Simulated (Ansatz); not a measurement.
Relaxation of CH₆O₂Si (10 atoms, charge 0, multiplicity 1), to a largest force component of 0.02 eV/Å in at most 40 steps.

Method: RKS PBE0/def2-SVP in Ansatz.

```xyz
10
Properties=species:S:1:pos:R:3
Si 0.000 0.000 0.000
H 0.000 0.000 1.460
C 1.763 0.000 -0.623
H 2.111 -1.046 -0.751
H 1.812 0.528 -1.598
H 2.415 0.519 0.111
O -0.791 1.371 -0.559
H -1.749 1.140 -0.782
O -0.791 -1.371 -0.559
H -1.246 -1.837 0.213
```

Where does it end, and by what steps?

The run converged. After 16 steps the energy has fallen by 0.214 eV; H8 moved furthest, 0.60 Å.

```json
{"step": "0", "energy less start (eV)": "0.0000", "largest force component (eV/Å)": "1.965", "accepted": "yes"}
{"step": "1", "energy less start (eV)": "-0.1415", "largest force component (eV/Å)": "0.713", "accepted": "yes"}
{"step": "2", "energy less start (eV)": "-0.1656", "largest force component (eV/Å)": "0.223", "accepted": "yes"}
{"step": "3", "energy less start (eV)": "-0.1884", "largest force component (eV/Å)": "0.367", "accepted": "yes"}
{"step": "4", "energy less start (eV)": "-0.1598", "largest force component (eV/Å)": "0.508", "accepted": "no"}
{"step": "5", "energy less start (eV)": "-0.2030", "largest force component (eV/Å)": "0.090", "accepted": "yes"}
{"step": "6", "energy less start (eV)": "-0.2084", "largest force component (eV/Å)": "0.104", "accepted": "yes"}
{"step": "7", "energy less start (eV)": "-0.2095", "largest force component (eV/Å)": "0.087", "accepted": "yes"}
{"step": "8", "energy less start (eV)": "-0.2105", "largest force component (eV/Å)": "0.136", "accepted": "yes"}
{"step": "9", "energy less start (eV)": "-0.2095", "largest force component (eV/Å)": "0.192", "accepted": "no"}
{"step": "10", "energy less start (eV)": "-0.2115", "largest force component (eV/Å)": "0.066", "accepted": "yes"}
{"step": "11", "energy less start (eV)": "-0.2018", "largest force component (eV/Å)": "0.751", "accepted": "no"}
{"step": "12", "energy less start (eV)": "-0.2127", "largest force component (eV/Å)": "0.036", "accepted": "yes"}
{"step": "13", "energy less start (eV)": "-0.2110", "largest force component (eV/Å)": "0.138", "accepted": "no"}
{"step": "14", "energy less start (eV)": "-0.2131", "largest force component (eV/Å)": "0.034", "accepted": "yes"}
{"step": "15", "energy less start (eV)": "-0.2132", "largest force component (eV/Å)": "0.098", "accepted": "yes"}
{"step": "16", "energy less start (eV)": "-0.2138", "largest force component (eV/Å)": "0.006", "accepted": "yes"}
```

```xyz
10
Properties=species:S:1:pos:R:3
Si 0.009 -0.077 -0.017
H -0.105 -0.104 1.478
C 1.755 -0.001 -0.626
H 2.336 -0.864 -0.265
H 1.768 -0.015 -1.727
H 2.250 0.922 -0.289
O -0.747 1.290 -0.593
H -1.643 1.464 -0.294
O -0.667 -1.480 -0.609
H -1.432 -1.832 -0.147
```

Whether the end is a true minimum wasn't checked by a vibrational analysis.

Run time: 57 s on 1 thread of Arm Neoverse V1 (shared host), peak memory 0.17 GiB.
